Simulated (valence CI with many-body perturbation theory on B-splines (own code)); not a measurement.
# Questions on Ag33+

Computed by configuration interaction combined with many-body perturbation theory (CI+MBPT): four valence electrons over a frozen Dirac-Fock core [Ne], a basis of 9 s, 9 p, 8 d, 6 f, 3 g, 1 h functions for each j, with the one-electron correlation potential Σ1, the two-electron term Σ2, the three-electron term Σ3, Breit, model QED; selected CI, second order for the rest, scaled by the run's own slope (own B-spline code, finite nucleus).

The last digits are not significant, and no measured levels were compared; by estimate large intervals hold to a few tenths of a per cent, small ones and those within an open d or f shell to about a per cent.

Levels are named by their leading jj configuration (3d3/2^4 stands for four electrons in 3d with j = 3/2), which in mixed levels can hold well under half, so a name can repeat and another be missing.

Rates and lifetimes use the calculated energies. Strong lines usually hold to 10 to 20 %, long lifetimes can be off by a factor of two.

(1) What is the ground level?

(2) Name the longest-lived excited levels whose lifetime is computed, and their main decay.

(3) Where does the other parity begin?

(4) What are the static dipole polarisabilities of the lowest levels?

(5) How well does LS coupling describe the low levels?

(6) Among levels below 2141400 cm⁻¹, which E1 lines absorb most strongly from the ground level?

(7) What is the ionisation energy?

Results:

(1) (3s^2 3p1/2^2) J=0, composition 75 % 3s2.3p2 3P + 23 % 3s2.3p2 1S.

(2) (3s^2 3p1/2 3p3/2) J=2 at 335830 cm⁻¹ lives 792 μs, mostly by E2 to (3s^2 3p1/2^2) J=0; (3s^2 3p3/2 3d5/2) J=4 at 1707100 cm⁻¹ lives 3.29 μs, mostly by M1 to (3s^2 3p1/2 3d5/2) J=3; (3s^2 3p1/2 3p3/2) J=1 at 293460 cm⁻¹ lives 2.89 μs, mostly by M1 to (3s^2 3p1/2^2) J=0.

(3) At (3s 3p1/2^2 3p3/2) J=2, 947890 cm⁻¹.

(4) (3s^2 3p1/2^2) J=0 0.0227; (3s^2 3p1/2 3p3/2) J=1 0.0247 (tensor 0.0011); (3s^2 3p1/2 3p3/2) J=2 0.0246 (tensor 0.0016) bohr³, of which the core gives 0.000354.

(5) Among the lowest 20 levels the leading LS term, summed over configurations, holds 62 % on average. For single configurations the figures are 56 % in LS and 78 % in jj coupling. Terms mix most in the J = 2 level at 1430600 cm⁻¹, where the leading one holds 32 %.

(6) to (3s^2 3p1/2 3d3/2) J=1 at 6.802 nm, f = 0.437; to (3s 3p1/2 3p3/2^2) J=1 at 7.122 nm, f = 0.198; to (3s 3p1/2^2 3p3/2) J=1 at 9.225 nm, f = 0.134.

(7) 2075.5 eV; NIST lists 2077 ± 4 eV (semi-empirical).
